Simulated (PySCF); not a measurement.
# `CC(=O)N[SiH]1[SiH2][SiH2][SiH2]1`: 4 charge schemes on one density

C₂H₁₁NOSi₄.
SMILES with atom numbers: `[CH3:1][C:2](=[O:3])[NH:4][SiH:5]1[SiH2:6][SiH2:7][SiH2:8]1` (hydrogens: H9, H10, H11 on C1; H12 on N4; H13 on Si5; H14, H15 on Si6; H16, H17 on Si7; H18, H19 on Si8)

Structure used (PBE0-D3(BJ)/def2-SVP), in Å, numbered top down from 1:
```xyz
19
C2H11NOSi4 angstrom
C      2.9773   -0.7722   -0.2383
C      1.5621   -0.2715   -0.1531
O      0.6162   -1.0092    0.1184
N      1.3205    1.0393   -0.3838
Si    -0.4116    1.4867   -0.2409
Si    -1.3313    0.6342    1.7682
Si    -2.3645   -1.0972    0.5342
Si    -1.7694   -0.0079   -1.4788
H      3.3864   -0.5990   -1.2454
H      3.6178   -0.2402    0.4815
H      2.9924   -1.8453   -0.0177
H      2.0843    1.6648   -0.6111
H     -0.4204    2.9547   -0.5308
H     -2.3349    1.5743    2.3697
H     -0.3438    0.2649    2.8295
H     -1.7798   -2.4557    0.7237
H     -3.8466   -1.1731    0.7482
H     -1.0687   -0.7960   -2.5401
H     -2.9392    0.6888   -2.1102
```

Density: PBE0/pcSseg-1 (PySCF); schemes: Mulliken, IAO, Hirshfeld and ESP-fitted. Isolated species at its PBE0-D3(BJ)/def2-SVP geometry (one conformer only).

Question: For which atoms does the sign change between the 4 schemes (beyond +0.03 e in one, beyond −0.03 e in another)?

Answer: For none.

Question: At which atom do the 4 schemes differ most?

Answer: At C2: from +0.187 (Hirshfeld) to +0.794 e (ESP-fitted), 0.607 e apart.

Question: What partial charge does each atom carry?

Answer: In e:

```tsv
atom	environment	Mulliken	IAO	Hirshfeld	ESP-fitted
C1	methyl carbon next to a carbonyl	-0.249	-0.465	-0.115	-0.576
C2	amide carbonyl carbon	+0.403	+0.443	+0.187	+0.794
O3	amide oxygen	-0.480	-0.507	-0.219	-0.552
N4	amide nitrogen	-0.619	-0.574	-0.198	-0.689
Si5	SiH silicon	+0.236	+0.448	+0.205	+0.278
Si6	SiH2 silicon	+0.101	+0.151	+0.123	+0.044
Si7	SiH2 silicon	+0.077	+0.183	+0.134	+0.191
Si8	SiH2 silicon	+0.102	+0.150	+0.124	+0.053
H9	methyl hydrogen	+0.144	+0.162	+0.056	+0.155
H10	methyl hydrogen	+0.144	+0.162	+0.056	+0.154
H11	methyl hydrogen	+0.154	+0.175	+0.059	+0.175
H12	amide N–H hydrogen	+0.198	+0.275	+0.136	+0.369
H13	Si–H hydrogen	-0.044	-0.101	-0.081	-0.069
H14	Si–H hydrogen	-0.036	-0.093	-0.083	-0.064
H15	Si–H hydrogen	-0.023	-0.076	-0.074	-0.028
H16	Si–H hydrogen	-0.014	-0.067	-0.069	-0.048
H17	Si–H hydrogen	-0.034	-0.096	-0.084	-0.092
H18	Si–H hydrogen	-0.023	-0.076	-0.074	-0.030
H19	Si–H hydrogen	-0.036	-0.093	-0.083	-0.067
```

Mean size of the charges over all atoms: ESP-fitted 0.233 e, IAO 0.226 e, Mulliken 0.164 e, Hirshfeld 0.114 e. Each set sums to the total charge, 0, to within 0.001 e. The Mulliken scheme counts on each atom the diagonal of the density matrix times the overlap matrix over that atom's basis functions. The ESP scheme is a least-squares fit of atom-centred charges to the potential on four shells outside the van der Waals surface, with the total charge fixed.

Question: How many electrons does the Hirshfeld scheme count on N4?

Answer: Z − q = 7 − (-0.198) = 7.198.

Question: How closely do the schemes follow one another over all atoms?

Answer: Correlation coefficient and root-mean-square difference: Mulliken with IAO 0.96, 0.086 e; IAO with ESP-fitted 0.95, 0.107 e; Mulliken with ESP-fitted 0.95, 0.131 e; IAO with Hirshfeld 0.94, 0.167 e; Mulliken with Hirshfeld 0.88, 0.138 e; Hirshfeld with ESP-fitted 0.86, 0.234 e.

Question: Sum the charges by element, for elements with more than one atom.

Answer: 
| element | atoms | Mulliken | IAO | Hirshfeld | ESP-fitted |
| --- | --- | --- | --- | --- | --- |
| C | 2 | +0.154 | -0.023 | +0.072 | +0.219 |
| Si | 4 | +0.516 | +0.932 | +0.586 | +0.566 |
| H | 11 | +0.428 | +0.171 | -0.241 | +0.456 |
